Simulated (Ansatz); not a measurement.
Stepwise reaction of `OB(O)S[SiH3]` with hydrogen, as a gas-phase model of exchange steps in deposition or etching. ΔE in kJ/mol; ΔG adds harmonic PBE0-D4 terms to CCSD(T)/CBS, at 1 bar.

Calculated with Ansatz (gas phase, PBE0-D4/def2-TZVP geometries, no zero-point term in ΔE). CBS: MP2 limit from def2 TZ/QZ plus the TZ coupled-cluster correction, frozen cores. This one scheme is used for every species. DFT in def2-TZVPP. B3LYP here is the variant with VWN-RPA as its local correlation; programs differ in this. One conformer a species, not always the lowest.

```json
{"step": "2", "reaction": "`OBS[SiH3]` + H₂ → `BS[SiH3]` + H₂O", "PBE-D4": "107.5", "B3LYP-D4": "104.9", "ωB97M-V": "103.0", "CCSD(T)/CBS": "97.1", "ΔG(400 K)": "93.0"}
```

Q: Give the row of step 1, `OB(O)S[SiH3]` + H₂ → `OBS[SiH3]` + H₂O. (Best estimate.)

A: Computed: 
| step | reaction | PBE-D4 | B3LYP-D4 | ωB97M-V | CCSD(T)/CBS | ΔG(400 K) |
| --- | --- | --- | --- | --- | --- | --- |
| 1 | `OB(O)S[SiH3]` + H₂ → `OBS[SiH3]` + H₂O | 96.2 | 98.4 | 100.5 | 93.9 | 90.8 |

Q: By hand: ΔE of the 2 steps together at CCSD(T)/CBS.

A: (93.9) + (97.1) = 191.0 kJ/mol, or 95.5 kJ/mol a step.

In ΔE the steps differ by no more than 3.2 kJ/mol. All are uphill at CCSD(T)/CBS. ΔG lies between 90.8 and 93.0 kJ/mol a step. PBE-D4 differs from CCSD(T)/CBS by 2.3 to 10.4 kJ/mol a step. Only this route is followed, and other bonds may react first. Isolated molecules leave out the surface, adducts and barriers. Largest T1 diagnostic: 0.014.
